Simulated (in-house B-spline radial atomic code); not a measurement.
Values are calculated unless marked as measured or tabulated.
**Softness against transferability: the 4s channel of Ge**

Ge, [Ar] 3d10 4s2 4p2, non-relativistic LDA (VWN5), spherical and spin-unpolarised, from a B-spline radial code for spherical atoms (atomic units). The all-electron 4s level is ε = -0.426523 hartree, its outermost node lies just inside 0.79 bohr and its outer maximum at 1.76 bohr.

Troullier-Martins pseudo-orbitals are made for several radii. The cutoffs (hartree) are the plane-wave energies beyond which the orbital holds less than the named kinetic energy per electron. The phase error is the difference, pseudo minus all-electron, of arctan(R P'/P) at R = 2.77 bohr for all radii, half a hartree below and above the level.

```
r_c (bohr)  V_l(0) (hartree)  cutoff for 10 mEh  for 1 mEh  for 0.1 mEh  phase error at ε − 0.5 (mrad)  at ε + 0.5 (mrad)
      1.32             -4.11               15.7         36         70.1                           -1.0               -3.6
      1.54              2.18               5.51       16.1         31.7                           -0.6               -1.8
      1.77              2.63               5.51       15.7         22.6                           -0.6               -1.8
      1.99              1.56               4.99       13.7         20.5                           -1.0               -3.0
      2.22              0.65               4.38       11.3         15.9                           -2.0               -6.1
      2.47              0.04               3.48          8         12.9                           -4.3              -12.3
```

Q: Which radius needs the lowest cutoff for 0.1 mEh while both phase errors stay within 3.7 mrad?

A: The radii within that limit are 1.32, 1.54, 1.77, 1.99 bohr; of these r_c = 1.99 needs the least, 20.5 hartree, that is 41 Ry or 558 eV.

Q: What does the larger radius buy, and what does it cost?

A: From r_c = 1.32 to 2.47 bohr the cutoff for 1 mEh goes from 36 to 8 hartree, a factor of 4.50, against 3.50 for a pure 1/r_c² scaling, end to end; step by step it is 36, 16.1, 15.7, 13.7, 11.3, 8, and for 0.1 mEh 70.1, 31.7, 22.6, 20.5, 15.9, 12.9; the number of plane waves goes as the cutoff to the power 3/2, here a factor of 9.5. The larger of the two phase errors is least at r_c = 1.54 bohr, 1.8 mrad; it is 3.6 at the smallest radius and 12.3 at the largest. These errors test the reference atom alone. The smallest radius lies well inside the outer maximum, where the nodeless form must bend sharply to keep the norm, so it is both harder and scatters less well than the next. Large radii also let the cores of neighbours overlap, which an atom doesn't show.
